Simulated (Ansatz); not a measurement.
CH$_{8}$ClNSi$_{2}$, SMILES `C[Si](N)([SiH3])Cl`. Total charge 0; spin multiplicity 1.

Cartesian coordinates in Å:
```
C -0.5436 -0.9039 -1.5005
Si -0.2883 -0.3022 0.2400
N -1.5290 0.8110 0.6208
Si 1.7738 0.7202 0.6538
Cl -0.3059 -2.0042 1.4567
H -1.5237 -1.3788 -1.5979
H -0.4874 -0.0715 -2.2057
H 0.2135 -1.6433 -1.7676
H -1.5063 1.3141 1.4937
H -2.4798 0.6165 0.3460
H 2.8768 -0.2700 0.5356
H 2.0208 1.8299 -0.3080
H 1.7791 1.2822 2.0329
```

Problem. What are the harmonic wavenumbers in cm⁻¹ at PBE0-D4/def2-TZVP (Ansatz, finite differences of forces, unscaled)? (An estimate is asked.)

Solution. Ansatz gave: 89, 112, 132, 158, 195, 218, 230, 289, 412, 443, 498, 501, 531, 712, 753, 795, 857, 878, 911, 935, 939, 1276, 1443, 1447, 1585, 2210, 2219, 2229, 3052, 3136, 3149, 3590, 3684.

Problem. Is this a minimum?

Solution. Yes, all 33 modes are real.

Problem. Give the ideal-gas thermochemistry at 298.15 K and 1 bar (rigid rotor, harmonic oscillator; point group C1, symmetry number 1).

Solution. Zero-point energy 236.9 kJ/mol; H(298) − E = 264.2 kJ/mol; entropy 392.7 J/(mol·K), of which translation 169.1, rotation 118.7, vibration 104.9; G(298) − E = 147.1 kJ/mol. Modes under 100 cm⁻¹ are hindered rotations or soft bends, so the harmonic entropy is rough.
